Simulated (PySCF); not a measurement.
# Bonding in `CC#Cc1cc[n-]c1`

Compound: C7H6N (charge -1).
SMILES with atom numbers: `[CH3:1][C:2]#[C:3][c:4]1[cH:5][cH:6][n-:7][cH:8]1` (hydrogens: H9, H10, H11 on C1; H12 on C5; H13 on C6; H14 on C8)

Cartesian coordinates in Å at the GFN2-xTB level; atoms count from 1:
```xyz
14
C7H6N angstrom
C     -3.252   -0.246    0.051
C     -1.804   -0.102    0.034
C     -0.602    0.018    0.020
C      0.788    0.152    0.004
C      1.750   -0.859   -0.241
C      2.973   -0.233   -0.146
N      2.855    1.086    0.138
C      1.539    1.312    0.227
H     -3.628   -0.531   -0.938
H     -3.559   -1.017    0.766
H     -3.728    0.696    0.339
H      1.553   -1.901   -0.456
H      3.954   -0.677   -0.271
H      1.161    2.302    0.450
```

Bond orders from the PBE0/pcSseg-1 density (PySCF). Isolated species at its GFN2-xTB geometry, gas phase. GFN2-xTB frequencies show an imaginary mode (40i cm⁻¹), so this geometry is no minimum at that level. The pcSseg-1 basis has no diffuse functions, a weakness for an anion.

Q: Where do the orders between heavy atoms depart from those drawn in the SMILES?

A: The largest departure is 0.722, at C2–C3 (drawn triple, 2.278), counting aromatic bonds as 1.5. Drawn single, order above 1.12: C1–C2 (1.231). Drawn double or triple, more than 0.30 short of the drawn order: C2–C3 (2.278). The bonds drawn aromatic range from 1.31 to 1.52. The SMILES, with its formal charges, is one Lewis structure only.

Q: Give the Mayer order of every bond, beside its length.

A: 
```
  bond  drawn as  length (Å)  Mayer order
 C1–C2    single       1.455        1.231
 C2–C3    triple       1.208        2.278
 C3–C4    single       1.397        1.021
 C4–C5  aromatic       1.417        1.312
 C5–C6  aromatic       1.377        1.464
 C6–N7  aromatic       1.355        1.406
 N7–C8  aromatic       1.338        1.521
 C8–C4  aromatic       1.400        1.389
 C1–H9    single       1.096        0.939
C1–H10    single       1.095        0.940
C1–H11    single       1.094        0.942
C5–H12    single       1.082        1.002
C6–H13    single       1.084        0.986
C8–H14    single       1.083        1.003
```

By pair of heavy elements: C–C: lowest C3–C4 (1.021, 1.397 Å), highest C2–C3 (2.278, 1.208 Å); in 3 of the 15 pairs the longer bond (by over 0.003 Å) has the higher order (by 0.02 or more). C–N: lowest C6–N7 (1.406, 1.355 Å), highest N7–C8 (1.521, 1.338 Å).

Q: Sum the orders of all bonds at each heavy atom with more than one neighbour and set the sums beside the valence in the SMILES.

A: C1 4.052 (drawn 4), C2 3.509 (drawn 4), C3 3.299 (drawn 4), C4 3.722 (drawn 4), C5 3.778 (drawn 4), C6 3.856 (drawn 4), N7 2.927 (drawn 2), C8 3.913 (drawn 4). Orders between atoms that aren't bonded are not in these sums.

For a closed shell the Mayer order of atoms A and B is Σ (PS)μν (PS)νμ over the basis functions μ on A and ν on B, with P the density and S the overlap matrix.

These values come from a run that also computed NMR shieldings. Hardware: an Intel Xeon at 2.50 GHz with one thread, no GPU, on a shared host. Cost: 61 s wall, 53 s CPU, 0.73 GiB resident at most.
